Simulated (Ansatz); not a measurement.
Relaxation of ClH7N2Si2 (12 atoms, charge 0, multiplicity 1), to a largest force component of 0.015 eV/Å in at most 40 steps.

Computed with RKS B3LYP-D4/def2-mTZVP in Ansatz.

```xyz
12
Properties=species:S:1:pos:R:3
N -0.692 1.191 1.797
Si -0.565 -0.200 0.923
N 0.241 0.437 -0.398
Si 0.887 -0.849 -1.338
Cl 1.637 -0.102 -3.059
H 0.189 1.640 1.919
H -1.206 1.917 1.218
H -1.849 -0.651 0.486
H 0.264 -1.111 1.757
H -0.350 0.993 -0.928
H 1.843 -1.637 -0.605
H -0.321 -1.682 -1.738
```

Question: Where does it end, and by what steps?

Answer: The run converged. After 24 steps the energy has fallen by 1.601 eV; Cl5 moved furthest, 1.61 Å. Parted: Si2–Si4.

| step | energy less start (eV) | largest force component (eV/Å) | accepted |
| --- | --- | --- | --- |
| 0 | 0.0000 | 3.622 | yes |
| 1 | -0.9945 | 1.554 | yes |
| 2 | -1.2818 | 0.513 | yes |
| 3 | -1.4020 | 0.332 | yes |
| 4 | -1.4647 | 0.203 | yes |
| 5 | -1.4971 | 0.172 | yes |
| 6 | -1.5111 | 0.638 | yes |
| 7 | -1.5253 | 0.286 | yes |
| 8 | -1.5334 | 0.501 | yes |
| 9 | -1.5665 | 0.228 | yes |
| 10 | -1.5725 | 0.252 | yes |
| 11 | -1.5805 | 0.168 | yes |
| 12 | -1.5861 | 0.184 | yes |
| 13 | -1.5900 | 0.140 | yes |
| 14 | -1.5922 | 0.083 | yes |
| 15 | -1.5938 | 0.096 | yes |
| 16 | -1.5948 | 0.054 | yes |
| 17 | -1.5951 | 0.040 | yes |
| 18 | -1.5953 | 0.028 | yes |
| 19 | -1.5956 | 0.033 | yes |
| 20 | -1.5960 | 0.133 | yes |
| 21 | -1.5966 | 0.132 | yes |
| 22 | -1.5980 | 0.246 | yes |
| 23 | -1.6002 | 0.120 | yes |
| 24 | -1.6010 | 0.011 | yes |

```xyz
12
Properties=species:S:1:pos:R:3
N -0.542 1.621 1.421
Si -0.618 -0.052 1.029
N -0.446 -0.287 -0.691
Si 0.839 -1.039 -1.543
Cl 2.515 0.210 -1.744
H 0.286 2.176 1.257
H -1.116 2.014 2.153
H -1.939 -0.497 1.529
H 0.451 -0.908 1.598
H -1.068 0.283 -1.258
H 1.310 -2.221 -0.803
H 0.404 -1.355 -2.915
```

Whether the end is a true minimum wasn't checked by a vibrational analysis.

Time of the run: 87 s on 2 threads of Arm Neoverse V2, with other jobs on the host, peak memory 0.3 GiB.
